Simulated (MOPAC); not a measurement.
A run for MOPAC: PM7 on CH5FInN (SMILES [CH3][In]([NH2])[F]), a point of a torsion scan.

```
PM7 1SCF PRECISE CHARGE=0 THREADS=1
CH5FInN

C     -1.77660276 1    -0.41217157 1    -0.19590131 1
In     0.05097540 1     0.71695006 1     0.38561500 1
N      1.60129717 1     0.69348498 1     1.75560431 1
F      0.53366281 1     2.08568434 1    -0.96412640 1
H     -1.88611083 1    -0.27361508 1    -1.26660389 1
H     -1.63236784 1    -1.45734059 1     0.05653333 1
H     -2.62848940 1     0.00045097 1     0.33515008 1
H      2.15586455 1     1.52959805 1     1.58379245 1
H      1.27599707 1     0.74984946 1     2.71636593 1
```

Program output:

```
*******************************************************************************
 **                                                                           **
 **                              MOPAC v23.2.5                                **
 **                                                                           **
 *******************************************************************************
 ** MOPAC's Digital Object Identifier: https://doi.org/10.5281/zenodo.6511958 **
 **                                                                           **
 ** Please cite the open-source release paper for use of this MOPAC version:  **
 ** J. E. Moussa and J. J. P. Stewart (2026)                                  **
 ** MOPAC: An open-source semiempirical molecular orbital program             **
 ** J. Open Source Softw., 11(119), 8025, https://doi.org/10.21105/joss.08025 **
 *******************************************************************************

                              PM7 CALCULATION RESULTS

 *******************************************************************************
 *  PM7        - The PM7 Hamiltonian to be used
 *
 *
 *
 *                 CHARGE ON SYSTEM = 0
 *
 *
 *
 *  PRECISE    - TIGHTER CRITERIA TO BE USED
 *  1SCF       - DO 1 SCF AND THEN STOP
 *  THREADS=1  - MULTI-THREADING NOT USED
 *  T=         - A TIME OF 172800.0 SECONDS REQUESTED
 *  DUMP=N     - RESTART FILE WRITTEN EVERY 7200.0 SECONDS REQUESTED
 *******************************************************************************
PM7 1SCF PRECISE CHARGE=0 THREADS=1
 CH5FInN

   ATOM   CHEMICAL          X               Y               Z
  NUMBER   SYMBOL      (ANGSTROMS)     (ANGSTROMS)     (ANGSTROMS)

     1       C         -1.77660276  *  -0.41217157  *  -0.19590131  *
     2      In          0.05097540  *   0.71695006  *   0.38561500  *
     3       N          1.60129717  *   0.69348498  *   1.75560431  *
     4       F          0.53366281  *   2.08568434  *  -0.96412640  *
     5       H         -1.88611083  *  -0.27361508  *  -1.26660389  *
     6       H         -1.63236784  *  -1.45734059  *   0.05653333  *
     7       H         -2.62848940  *   0.00045097  *   0.33515008  *
     8       H          2.15586455  *   1.52959805  *   1.58379245  *
     9       H          1.27599707  *   0.74984946  *   2.71636593  *



          CARTESIAN COORDINATES

    NO.       ATOM           X           Y           Z

     1         C         -1.7766     -0.4122     -0.1959
     2        In          0.0510      0.7170      0.3856
     3         N          1.6013      0.6935      1.7556
     4         F          0.5337      2.0857     -0.9641
     5         H         -1.8861     -0.2736     -1.2666
     6         H         -1.6324     -1.4573      0.0565
     7         H         -2.6285      0.0005      0.3352
     8         H          2.1559      1.5296      1.5838
     9         H          1.2760      0.7498      2.7164

 General Reference for PM7:
 "Optimization of Parameters for Semiempirical Methods VI: More Modifications to the
 NDDO Approximations and Re-optimization of Parameters", J. J. P. Stewart, J. Mol. Mod., 1:32, 19 (2013)
 https://link.springer.com/article/10.1007/s00894-012-1667-x

           Empirical Formula: C H5 N In F  =     9 atoms



      MOLECULAR POINT GROUP   :   C1


      RHF CALCULATION, NO. OF DOUBLY OCCUPIED LEVELS = 12


 -------------------------------------------------------------------------------
 PM7 1SCF PRECISE CHARGE=0 THREADS=1
 CH5FInN



     1SCF WAS SPECIFIED, SO BFGS WAS NOT USED
     SCF FIELD WAS ACHIEVED


                              PM7 CALCULATION
                                                       MOPAC v23.2.5 Linux




          FINAL HEAT OF FORMATION =        -31.84465 KCAL/MOL =    -133.23801 KJ/MOL


          COSMO AREA              =        121.20 SQUARE ANGSTROMS
          COSMO VOLUME            =        104.19 CUBIC ANGSTROMS

          IONIZATION POTENTIAL    =          9.955155 EV
          HOMO LUMO ENERGIES (EV) =         -9.955 -0.387
          NO. OF FILLED LEVELS    =         12
          MOLECULAR WEIGHT        =        164.8756         POINT GROUP:  C1

          MOLECULAR DIMENSIONS (Angstroms)

            Atom       Atom       Distance
            H     8    H     5     5.26440
            F     4    H     6     3.58962
            F     4    H     7     1.57746


          SCF CALCULATIONS        =          1





   ATOM   CHEMICAL          X               Y               Z
  NUMBER   SYMBOL      (ANGSTROMS)     (ANGSTROMS)     (ANGSTROMS)

     1       C         -1.77660276  *  -0.41217157  *  -0.19590131  *
     2      In          0.05097540  *   0.71695006  *   0.38561500  *
     3       N          1.60129717  *   0.69348498  *   1.75560431  *
     4       F          0.53366281  *   2.08568434  *  -0.96412640  *
     5       H         -1.88611083  *  -0.27361508  *  -1.26660389  *
     6       H         -1.63236784  *  -1.45734059  *   0.05653333  *
     7       H         -2.62848940  *   0.00045097  *   0.33515008  *
     8       H          2.15586455  *   1.52959805  *   1.58379245  *
     9       H          1.27599707  *   0.74984946  *   2.71636593  *

                             CARTESIAN COORDINATES

   1    C       -1.776602760    -0.412171570    -0.195901310
   2   In        0.050975400     0.716950060     0.385615000
   3    N        1.601297170     0.693484980     1.755604310
   4    F        0.533662810     2.085684340    -0.964126400
   5    H       -1.886110830    -0.273615080    -1.266603890
   6    H       -1.632367840    -1.457340590     0.056533330
   7    H       -2.628489400     0.000450970     0.335150080
   8    H        2.155864550     1.529598050     1.583792450
   9    H        1.275997070     0.749849460     2.716365930


           Empirical Formula: C H5 N In F  =     9 atoms



      MOLECULAR POINT GROUP   :   C1


                  EIGENVALUES
 -36.56936 -34.00545 -24.19688 -16.00324 -14.33493 -14.11970 -13.83659 -13.45595
 -13.18485 -13.00578 -11.32470  -9.95516  -0.38657   0.71597   1.48493   2.26646
   5.64808   5.68991   5.76638   6.78785   6.82032


              NET ATOMIC CHARGES AND DIPOLE CONTRIBUTIONS

  ATOM NO.   TYPE          CHARGE      No. of ELECS.   s-Pop       p-Pop
    1          C          -0.533240        4.5332     1.06408     3.46916
    2         In           0.908373        2.0916     0.58329     1.50834
    3          N          -0.779704        5.7797     1.67255     4.10715
    4          F          -0.550692        7.5507     1.96719     5.58350
    5          H           0.157733        0.8423     0.84227
    6          H           0.150793        0.8492     0.84921
    7          H           0.149625        0.8504     0.85037
    8          H           0.251192        0.7488     0.74881
    9          H           0.245920        0.7541     0.75408
 DIPOLE           X         Y         Z       TOTAL
 POINT-CHG.    -3.028    -2.461     2.601     4.690
 HYBRID         0.738     1.590    -0.013     1.753
 SUM           -2.290    -0.872     2.588     3.564


          ATOMIC ORBITAL ELECTRON POPULATIONS

     Atom    s        px        py        pz
    1  C   1.06408   1.14064   1.16018   1.16834
    2 In   0.58329   0.62579   0.41227   0.47028
    3  N   1.67255   1.38416   1.48684   1.23615
    4  F   1.96719   1.95950   1.80591   1.81809
    5  H   0.84227
    6  H   0.84921
    7  H   0.85037
    8  H   0.74881
    9  H   0.75408

 **********************
 *                    *
 * JOB ENDED NORMALLY *
 *                    *
 **********************




 == MOPAC DONE ==
```

The run finished.

Cost: very roughly 0.03 core-seconds.
